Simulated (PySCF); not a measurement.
## Assigning NMR signals

Molfile (atoms numbered from 1):
```
C7H13BO2
     RDKit          3D

 23 24  0  0  0  0  0  0  0  0999 V2000
   -1.9651   -0.9501    0.5380 C   0  0  0  0  0  0  0  0  0  0  0  0
   -1.0091   -0.5526   -0.5721 C   0  0  2  0  0  0  0  0  0  0  0  0
    0.2429   -1.4575   -0.6615 C   0  0  0  0  0  0  0  0  0  0  0  0
    1.0215   -0.3859    0.0913 C   0  0  0  0  0  0  0  0  0  0  0  0
    1.7231   -0.6041    1.3957 C   0  0  0  0  0  0  0  0  0  0  0  0
    2.4972   -0.1920    0.1734 C   0  0  0  0  0  0  0  0  0  0  0  0
   -0.0694    0.6469   -0.2072 C   0  0  2  0  0  0  0  0  0  0  0  0
   -0.5723    1.7286    0.8235 B   0  0  0  0  0  0  0  0  0  0  0  0
    0.1386    2.0219    1.9453 O   0  0  0  0  0  0  0  0  0  0  0  0
   -1.7366    2.4226    0.6244 O   0  0  0  0  0  0  0  0  0  0  0  0
   -2.7430   -0.1870    0.6992 H   0  0  0  0  0  0  0  0  0  0  0  0
   -2.4680   -1.9029    0.3097 H   0  0  0  0  0  0  0  0  0  0  0  0
   -1.4240   -1.0745    1.4902 H   0  0  0  0  0  0  0  0  0  0  0  0
   -1.5596   -0.4353   -1.5204 H   0  0  0  0  0  0  0  0  0  0  0  0
    0.5950   -1.5827   -1.6980 H   0  0  0  0  0  0  0  0  0  0  0  0
    0.1659   -2.4501   -0.1883 H   0  0  0  0  0  0  0  0  0  0  0  0
    1.5797    0.1380    2.1835 H   0  0  0  0  0  0  0  0  0  0  0  0
    1.8257   -1.6375    1.7416 H   0  0  0  0  0  0  0  0  0  0  0  0
    3.1409   -0.9316   -0.3128 H   0  0  0  0  0  0  0  0  0  0  0  0
    2.8756    0.8340    0.1353 H   0  0  0  0  0  0  0  0  0  0  0  0
    0.1975    1.1776   -1.1421 H   0  0  0  0  0  0  0  0  0  0  0  0
   -0.2940    2.7143    2.4590 H   0  0  0  0  0  0  0  0  0  0  0  0
   -2.1907    2.1627   -0.1819 H   0  0  0  0  0  0  0  0  0  0  0  0
  1  2  1  0
  2  3  1  0
  3  4  1  0
  4  5  1  0
  5  6  1  0
  4  7  1  0
  7  8  1  0
  8  9  1  0
  8 10  1  0
  7  2  1  0
  6  4  1  0
  1 11  1  0
  1 12  1  0
  1 13  1  0
  2 14  1  6
  3 15  1  0
  3 16  1  0
  5 17  1  0
  5 18  1  0
  6 19  1  0
  6 20  1  0
  7 21  1  6
  9 22  1  0
 10 23  1  0
M  END
```

One computed conformer, no relativistic terms, no solvent model, averaged over atoms made equivalent by symmetry, fast rotation or ring inversion. Geometry: PBE0-D3(BJ)/def2-SVP; B97-2/pcSseg-1 with gauge-including orbitals; PySCF 2.14.

Scale: ¹³C (183.69 ppm), ¹H (31.38 ppm) vs TMS (reference shieldings calculated alike).

Task: Assign these signals to the numbered atoms. ¹³C{¹H} NMR (computed): δ 40.2, 31.2, 29.4, 22.0, 18.5, 14.3, 10.5.

Result: 
| δ (ppm) | atoms | environment | reason |
| --- | --- | --- | --- |
| 40.2 | C3 | sp3 CH2 in a ring | saturated and bonded to C and H only |
| 31.2 | C7 | sp3 CH bonded to B | – |
| 29.4 | C2 | sp3 CH in a ring | a saturated carbon with 3 carbon neighbours and no heteroatom attached |
| 22.0 | C1 | methyl carbon | saturated and bonded to C and H only |
| 18.5 | C4 | three-membered-ring carbon | carbons of three-membered rings are unusually shielded |
| 14.3 | C5 | three-membered-ring carbon | – |
| 10.5 | C6 | three-membered-ring carbon | – |

C7 and C2 lie closer than the usual error of such a calculation, so a measured spectrum could show them in the other order.

Task: Assign these signals to the numbered atoms. ¹H NMR (600 MHz, computed): δ 3.41 (br s, 2H), 2.48 (m, 1H), 2.05 (m, 1H), 1.95 (m, 1H), 1.93 (m, 1H), 1.21 (m, 1H), 1.20 (d, 3H), 0.23 (m, 1H), 0.19 (m, 1H), 0.18 (m, 1H).

Result: 
| δ (ppm) | atoms | environment | reason |
| --- | --- | --- | --- |
| 3.41 | H22/H23 | hydrogen on an oxygen bonded to B | exchangeable, gas-phase position |
| 2.48 | H15 | hydrogen on an sp3 CH2 in a ring | – |
| 2.05 | H14 | hydrogen on an sp3 CH in a ring | – |
| 1.95 | H17 | hydrogen on a three-membered-ring carbon | far from electronegative atoms and π systems |
| 1.93 | H21 | hydrogen on an sp3 CH bonded to B | – |
| 1.21 | H16 | hydrogen on an sp3 CH2 in a ring | far from electronegative atoms and π systems |
| 1.20 | H11/H12/H13 | hydrogen on a methyl carbon | far from electronegative atoms and π systems |
| 0.23 | H20 | hydrogen on a three-membered-ring carbon | cyclopropane-type protons are shielded by the ring |
| 0.19 | H19 | hydrogen on a three-membered-ring carbon | – |
| 0.18 | H18 | hydrogen on a three-membered-ring carbon | – |

H14 and H17; H17 and H21; H16 and H11/H12/H13; H20 and H19; H19 and H18 lie closer than the usual error of such a calculation, so a measured spectrum could show them in the other order.

The OH or NH signal is concentration- and solvent-dependent in practice; the value given is the gas-phase one. A carbon bonded to boron is broadened by the quadrupolar boron nucleus and is often missing from a measured spectrum. Shifts are as computed. Against solution values, carbons near 30 ppm lie about +1 ppm off and those near 130 ppm about +2 ppm. Of 1211 compounds with measured shifts, 218 miss one by over three times the rms of a fit or turn the order of signals round; such compounds aren't used in these exercises. No couplings were computed; multiplicities are counted from neighbouring protons, with m where these are inequivalent, close in shift, in a saturated or five-membered ring or joined by F or P, and br s for small geminal =CH2 splittings.
